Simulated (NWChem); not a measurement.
Molecule: C2H6F2Si; SMILES C([SiH3])(F)(F)C

Results from NWChem. Pople sets run with spherical d functions. The geometry was optimised at B3LYP/6-31G* (spherical d). B3LYP is NWChem's, with the RPA form of VWN correlation. Vertical excitations in the gas phase; the lowest state need not have the same character in each row.

```csv
level,"lowest excitation, singlet (eV)","lowest state with f > 0.02, singlet (eV)",orbital gap (eV)
"PBE/6-31+G*, full TDDFT",6.66,7.17,6.56
"B3LYP/6-31+G*, full TDDFT",7.44,7.95,8.30
"Hartree-Fock/6-31+G*, TDHF",9.78,9.80,14.11
"LDA (Slater exchange, VWN5)/6-31+G*, full TDDFT",6.69,7.25,6.53
```
